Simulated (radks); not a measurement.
Results of a calculation; reference values are marked as such.
Task: Species: the lead ion Pb9+. Configuration: [Xe] 4f14 5d5. Code: a radial shooting solver on a logarithmic mesh with Libxc functionals. Model: Dirac Kohn-Sham, PBE, spin-unpolarised, spherical densities, point nucleus; open shells are shared between the two j in proportion to 2j + 1. Some entries of the table are withheld. Estimate them.

orbital  occ.  eigenvalue (hartree)  r(max) (bohr)
1s1/2       2             -3238.679       0.009835
2s1/2       2             -583.2001        0.05736
2p1/2       2             -560.1991        0.04198
2p3/2       4             -479.7172        0.04970
3s1/2       2             -144.0426         0.1614
3p1/2       2                   (1)         0.1504
3p3/2       4                   (2)         0.1659
3d3/2       4             -98.73565            (3)
3d5/2       6             -94.91344            (4)
4s1/2       2             -36.71337         0.3626
4p1/2       2                   (5)         0.3602
4p3/2       4                   (6)         0.3918
4d3/2       4                   (7)         0.3829
4d5/2       6                   (8)         0.3925
5s1/2       2             -10.40579         0.7839
4f5/2       6             -10.26803         0.3471
4f7/2       8             -10.08136         0.3515
5p1/2       2                   (9)         0.8186
5p3/2       4                  (10)         0.8892
5d3/2       2              -5.62331         0.9970
5d5/2       3              -5.49098          1.021

Result: 
(1) 3p1/2 eigenvalue (hartree): -133.6833
(2) 3p3/2 eigenvalue (hartree): -115.7212
(3) 3d3/2 r(max) (bohr): 0.1289
(4) 3d5/2 r(max) (bohr): 0.1331
(5) 4p1/2 eigenvalue (hartree): -32.23078
(6) 4p3/2 eigenvalue (hartree): -27.82831
(7) 4d3/2 eigenvalue (hartree): -20.53668
(8) 4d5/2 eigenvalue (hartree): -19.71400
(9) 5p1/2 eigenvalue (hartree): -8.83199
(10) 5p3/2 eigenvalue (hartree): -7.93483
